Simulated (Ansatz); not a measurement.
Which is lower?

The two ends of one reaction step of SnH5BrO, closed shell (PBE0-D4/def2-TZVP).

A:

```xyz
8
angstrom
Sn -0.4994 -1.1214 -0.3008
Br 1.8399 -1.0500 0.6000
H -0.4887 -0.3523 -1.8093
H -0.7932 -2.7972 -0.4540
H -1.5158 -0.4391 0.8737
H 1.1654 1.5366 0.2468
O 0.2920 1.8799 0.0276
H -0.0003 2.3434 0.8160
```

B:

```xyz
8
angstrom
Sn -1.0336 -0.5058 -0.3093
Br 3.0881 0.0509 0.0345
H -0.4711 -0.8152 -1.8749
H -0.8093 -1.7855 0.7890
H -2.6119 0.1317 -0.2476
H 1.7131 0.5931 0.1781
O 0.1629 0.9855 0.2811
H -0.0383 1.3452 1.1490
```

Ansatz 0.2.0; basis: def2-TZVPP; cores frozen in the correlated methods. Filled d shells of the heavier atoms are correlated. Core potentials replace the inner electrons of the atoms past krypton. The def2 sets are not built for correlating such inner shells, so the correlated values are less sure here. B3LYP uses VWN-RPA correlation.

Question: Which structure is lower at CCSD(T), and by how much? (Judge from chemistry; the value comes from the calculation.)

Answer: Computed: A, by 80.4 kJ/mol (electronic energy, against the other). By their contacts, A is a complex of SnH₃Br ([Br][SnH3]) + H₂O and B is a complex of SnH₄O ([OH][SnH3]) + HBr.

All methods give the same order:

```tsv
method	E(B) − E(A) (kJ/mol)
SPW92	64.3
PBE-D4	74.3
BLYP-D4	70.4
r2SCAN-D4	77.7
B97M-V	81.4
PBE0-D4	84.1
B3LYP-D4	78.7
r2SCAN0-D4	86.1
BHLYP-D4	89.8
CAM-B3LYP-D4	76.0
wB97X-V	82.8
wB97M-V	86.8
B2PLYP	77.7
PBE-QIDH	85.8
RPA on PBE	76.1
HF	103.5
MP2	79.3
CCSD	84.3
CCSD(T)	80.4
```

The T1 diagnostic stays at or below 0.011.

Labels in which every atom is bracketed show which atoms are joined, not bond orders.

For scale, one of the runs: CCSD(T)/def2-TZVPP, 199 basis functions, launched by `ansatz run in.yaml --threads 4 --pin off --events-out ev --progress --plain --max-ram 9574MiB`. Hardware: 4 CPU threads of an Arm Neoverse V1, shared host. Wall time 2.1 min; peak host memory 2.8 GiB.
